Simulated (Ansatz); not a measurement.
Pulling the pair apart

The pair of F⁻ (SMILES [F-], atom 1) and SiH3F (SMILES [SiH3]F, atoms 2–6), both closed shells, in one local arrangement (a lower one may exist), relaxed at PBE0-D4/def2-TZVPD:

F1  (0.412, -0.208, -1.676)
Si2  (0.000, 0.000, 0.000)
F3  (-0.412, 0.208, 1.676)
H4  (-1.432, -0.362, -0.307)
H5  (0.986, -1.077, 0.376)
H6  (0.446, 1.439, -0.069)
(Å)

SiH3F is shifted rigidly along the line between the mean atom positions of the two fragments (negative: closer). Counterpoise interaction energies in kJ/mol. Computed with Ansatz 0.2.0 (basis: def2-TZVPPD); correlated methods freeze the cores. B3LYP uses VWN-RPA correlation.

| shift (Å) | wB97M-V | B3LYP-D4 | PBE0-D4 |
| --- | --- | --- | --- |
| -0.17 | -308.6 | -291.6 | -310.3 |
| -0.09 | -335.5 | -319.2 | -336.4 |
| 0.00 | -343.0 | -327.7 | -343.3 |
| 0.09 | -338.7 | -324.4 | -338.5 |
| 0.21 | -321.2 | -308.7 | -320.7 |
| 0.43 | -275.1 | -266.0 | -274.5 |
| 0.87 | -189.4 | -186.4 | -189.4 |
| 1.74 | -90.9 | -93.1 | -92.2 |

Question: What does CCSD(T) give at these shifts? (To be estimated.)

Answer: The calculation gives: -297.4, -325.4, -333.7, -329.9, -313.0, -267.7, -183.9, -89.3 kJ/mol. For zero shift, CCSD(T) at an estimated basis limit (MP2 extrapolated from triple and quadruple zeta, plus CCSD(T) − MP2 in triple zeta) gives -346.0 kJ/mol. These are counterpoise interaction energies, counted from the two frozen fragments.

The T1 diagnostic stays at or below 0.019.

For scale, one of the runs: CCSD(T)/def2-TZVPPD, 179 basis functions, launched by `ansatz run in.yaml --threads 2 --pin off --events-out ev --progress --plain --max-ram 5222MiB`. Time: 43 s of wall clock on 2 CPU threads of an Arm Neoverse V1; the host was shared. Peak host memory: 1.7 GiB.
